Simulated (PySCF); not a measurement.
C²⁺: interval between two levels

C²⁺ [He] 2s2 → C²⁺ [He] 2p2 [3P2, M_J = 2], as a difference of total energies. Computed with PySCF 2.14 in x2c-SVPall-2c with one added diffuse shell of s type (4s2p1d, 15 functions), with the two-component X2C-1e Hamiltonian. Correlated levels: 1s2 frozen. "Screened" scales the spin-orbit matrix elements by Boettger's factors to mimic the two-electron term; Breit and QED terms are absent.

```
                    method  interval between two levels (cm⁻¹)
           GHF (spin-free)                              116880
          GMP2 (spin-free)                              124670
 GHF (screened spin-orbit)                              116910
GMP2 (screened spin-orbit)                              124700
```

The labels give the starting determinants; with spin-orbit coupling the two ends relaxed to ⟨J²⟩ = 0.00, ⟨L²⟩ = 0.00, ⟨S²⟩ = 0.00 and ⟨J²⟩ = 6.00, ⟨L²⟩ = 2.00, ⟨S²⟩ = 2.00.
